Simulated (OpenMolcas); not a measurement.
**Fe3+: CASPT2 settings compared**

```
Program             : OpenMolcas 26.06
Basis               : ANO-R1 [5s4p2d1f]
Scalar Hamiltonian  : X2C, finite nucleus
Active space        : 5 electrons in 5 orbitals (3d)
State averaging     : 2S+1 = 6 even, 1 root; 2S+1 = 4 even, 17 roots; 2S+1 = 2 even, 13 roots (0 in the spin-orbit step)
Spin-orbit coupling : RASSI with atomic mean-field integrals over the reference wave functions, term energies averaged over their components
```

Methods on the same reference wave functions:
A. CASSCF
B. SS-CASPT2, IPEA 0.4 Eh, no level shift (closed shells correlated: 3s 3p)
C. XMS-CASPT2, IPEA 0.6 Eh, sigma1 regulariser 0.15 Eh (closed shells correlated: none)
D. XMS-CASPT2, IPEA 0.15 Eh, imaginary shift 0.3 Eh (closed shells correlated: 3s 3p)

Energies in eV above 3d⁵ ⁶S_5/2, the measured ground level; measured values from Corliss and Sugar, J. Phys. Chem. Ref. Data 11, 135 (1982).

```csv
Level,A,B,C,D,Measured
3d⁵ ⁶S_5/2,0.0000,0.0000,0.0000,0.0000,0.0000
3d⁵ ⁴G_9/2,4.6301,4.316,4.522,4.307,
3d⁵ ⁴G_7/2,4.6301,4.316,4.522,4.307,
3d⁵ ⁴G_5/2,4.6301,4.316,4.522,4.307,
3d⁵ ⁴G_11/2,4.6301,4.316,4.522,4.307,3.9979
```

Among B to D the level of the table that moves most is 3d⁵ ⁴G_7/2, by 1700 cm-1 (lowest in D, highest in C). Moves below CASPT2's spread within the term are not significant.

The lowest spin-free term lies below A's lowest term by 0.275 hartree in B, 0.051 hartree in C, 0.284 hartree in D.

CASPT2 does not keep the components of a term degenerate, so their means are used; among the terms shown or strongly mixed into the levels shown the widest spread is 570 cm-1 (3d⁵ ⁴G, C). Some high roots are left out of the spin-orbit mixing, which shifts the levels that they would mix with. The basis is small and was not contracted for so high a charge. Without dynamic correlation excited terms often stand tens of per cent too high (terms of higher spin than the ground term too low), and those without a measured partner can miss by more than the paired ones (holds for A). Levels of configurations outside the active space are missing. The table leaves out levels that lie high or whose names do not pair safely across all columns.
